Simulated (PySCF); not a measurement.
## Calculated NMR parameters of NC(=O)[C@H]1CC[Si]1(N)N

* Formula: C4H11N3OSi
* SMILES: NC(=O)[C@H]1CC[Si]1(N)N
* Point group of the computed structure: C1
* Degrees of unsaturation: 2
* Carbon signals: 4
* Proton signals: 9

Atoms are numbered as in `[NH2:1][C:2](=[O:3])[C@H:4]1[CH2:5][CH2:6][Si:7]1([NH2:8])[NH2:9]`. Hydrogens are named by the atom that carries them. Ha(C5), Ha(C6) are cis to C2 on the ring; Ha(N1) is cis to the C=O or C=S heteroatom; Hb(C5), Hb(C6) are trans to C2 on the ring; Hb(N1) is trans to the C=O or C=S heteroatom.

Calculated, not measured (PySCF 2.14): geometry: GFN2-xTB, NMR shieldings at PBE0/pcSseg-1/GIAO. No solvent, averaged over atoms made equivalent by symmetry, fast rotation or ring inversion, non-relativistic Hamiltonian, one conformer.

References, each an isolated molecule treated in the same way: TMS for ¹H (σref 31.72), ¹³C (σref 186.93), ²⁹Si (σref 349.16); ¹⁵N (σref 267.73) against NH3; ¹⁷O (σref 336.08) vs H2O.

| carbon | δC, type | δH (multiplicity) | HMBC from (2–3 bonds) | span of the C tensor (ppm) |
| --- | --- | --- | --- | --- |
| C2 | 176.9, C | – | H(C4), Ha(C5), Hb(C5) | 179 |
| C4 | 50.5, CH | 2.81 (m) | Ha(C5), Ha(C6), Hb(C5), Hb(C6) | 67 |
| C5 | 13.5, CH2 | Hb(C5) 1.61 (m); Ha(C5) 2.54 (m) | H(C4), Ha(C6), Hb(C6) | 13 |
| C6 | 29.5, CH2 | Hb(C6) 1.59 (m); Ha(C6) 1.65 (m) | H(C4), Ha(C5), Hb(C5) | 63 |

Other nuclei:
```json
{"atoms": "Hb(N1)", "nucleus": "¹H", "environment": "hydrogen on an amide-type nitrogen", "δ (ppm)": "4.46", "σ (ppm)": "27.26"}
{"atoms": "Ha(N1)", "nucleus": "¹H", "environment": "hydrogen on an amide-type nitrogen", "δ (ppm)": "4.32", "σ (ppm)": "27.40"}
{"atoms": "H(N9)", "nucleus": "¹H", "environment": "hydrogen on a nitrogen bonded to Si", "δ (ppm)": "0.71", "σ (ppm)": "31.01"}
{"atoms": "H(N8)", "nucleus": "¹H", "environment": "hydrogen on a nitrogen bonded to Si", "δ (ppm)": "0.60", "σ (ppm)": "31.11"}
{"atoms": "Si7", "nucleus": "²⁹Si", "environment": "silicon bonded to 2 C, 2 N, in a 4-membered ring", "δ (ppm)": "-5.2", "σ (ppm)": "354.3"}
{"atoms": "N1", "nucleus": "¹⁵N", "environment": "amide-type nitrogen", "δ (ppm)": "112.9", "σ (ppm)": "154.8"}
{"atoms": "N8", "nucleus": "¹⁵N", "environment": "nitrogen bonded to Si, 2 H", "δ (ppm)": "28.6", "σ (ppm)": "239.1"}
{"atoms": "N9", "nucleus": "¹⁵N", "environment": "nitrogen bonded to Si, 2 H", "δ (ppm)": "19.3", "σ (ppm)": "248.4"}
{"atoms": "O3", "nucleus": "¹⁷O", "environment": "amide-type carbonyl oxygen", "δ (ppm)": "395.0", "σ (ppm)": "-58.9"}
```

- Carbon types of the structure: 1 × C, 1 × CH, 2 × CH2, leaving 6 H on heteroatoms.
- δC 176.9: amide carbonyl carbon; it is a carbonyl in resonance with an O or N lone pair, the region of acids, esters and amides.
- δC 50.5: sp3 CH bonded to Si, α to a carbonyl; the adjacent C=O deshields it moderately.
- δC 13.5: sp3 CH2 in a ring; a saturated carbon with 2 carbon neighbours and no heteroatom attached.
- δH 4.46, 4.32: hydrogen on an amide-type nitrogen; labile proton, position sensitive to the medium.
- δH 0.71, 0.60: hydrogen on a nitrogen bonded to Si; exchangeable, gas-phase position.

The OH or NH signal is concentration- and solvent-dependent in practice; the value given is the gas-phase one. The two substituents on the amide-type nitrogen aren't averaged: C–N rotation is slow on the NMR time scale. Shifts are as computed. Against solution values, carbons near 30 ppm lie about +3 ppm off and those near 130 ppm about +5 ppm. Of 1211 compounds with measured shifts, 218 miss one by over three times the rms of a fit or turn the order of signals round; such compounds aren't used in these exercises. Hydrogen bonding in solution shields acid and N–H amide carbonyl oxygens by tens of ppm. The C=O carbon of an acid or of an amide with N–H lies up to 10 ppm further downfield in solution, through hydrogen bonding that the calculation lacks. Unscaled 17O shifts of doubly bonded oxygen tend to come out too high, by tens of ppm or more. Experimental scales use liquid or dissolved standards, which lie at an offset from isolated NH3 (liquid NH3: subtract about 20 ppm) and H2O (liquid H2O: subtract about 36 ppm). No couplings were computed; multiplicities are counted from neighbouring protons, with m where these are inequivalent, close in shift, in a saturated or five-membered ring or joined by F or P, and br s for small geminal =CH2 splittings.
